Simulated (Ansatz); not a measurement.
Reaction (redistribution): `[SiH]Br` + `F[SiH2]O[SiH3]` → `[SiH3]O[Si]Br` + `F[SiH3]`

Computed with Ansatz on PBE0-D4/def2-TZVP structures; ΔE is electronic, products minus reactants. CCSD(T)/CBS is the MP2 limit (def2-TZVPP, def2-QZVPP) plus CCSD(T) − MP2 in def2-TZVPP, frozen cores. This one scheme is used for every species. Functionals use def2-TZVPP. HSE06 is defined as in plane-wave codes. For Br outer-core shells are correlated without core-valence functions, which leaves a few kJ/mol of doubt a bond. Scalar relativity is left out up to krypton. One conformer a species, not always the lowest.

| level | ΔE (kJ/mol) | difference from CCSD(T)/CBS |
| --- | --- | --- |
| PBE-D4 | -51.9 | -9.1 |
| revPBE-D4 | -52.1 | -9.3 |
| BLYP-D4 | -53.5 | -10.7 |
| r2SCAN-D4 | -47.1 | -4.3 |
| r2SCAN0-D4 | -43.2 | -0.4 |
| BHLYP-D4 | -43.2 | -0.4 |
| r2SCAN0 | -42.5 | 0.3 |
| HSE06 | -43.6 | -0.8 |
| BHLYP | -38.3 | 4.5 |
| CAM-B3LYP | -43.4 | -0.6 |
| LC-ωPBE | -42.9 | -0.1 |
| MP2/def2-SVP | -47.9 | -5.1 |
| HF/def2-QZVPP | -29.2 | 13.6 |
| MP2/def2-QZVPP | -47.8 | -5.0 |
| HF/CBS(def2) | -29.2 | 13.6 |
| MP2/CBS(def2) | -48.4 | -5.6 |
| CCSD(T)/CBS | -42.8 | 0 |

Largest T1 diagnostic among the species: 0.012.

From BLYP to BHLYP (50 % exact exchange), in def2-TZVPP and without D4, ΔE moves by +9.5 kJ/mol. The D4 term adds −4.8 kJ/mol with B3LYP and −2.4 kJ/mol with PBE0; it sums over pairs of atoms, weighted by their polarisabilities, and B3LYP, whose exchange is more repulsive, gets the larger term. In def2-TZVPP, CCSD(T) changes the Hartree–Fock value by −12.1 kJ/mol (the triples alone add −3.6 kJ/mol) and MP2 by −17.7 kJ/mol.

B3LYP here is the variant with VWN-RPA as its local correlation; programs differ in this.
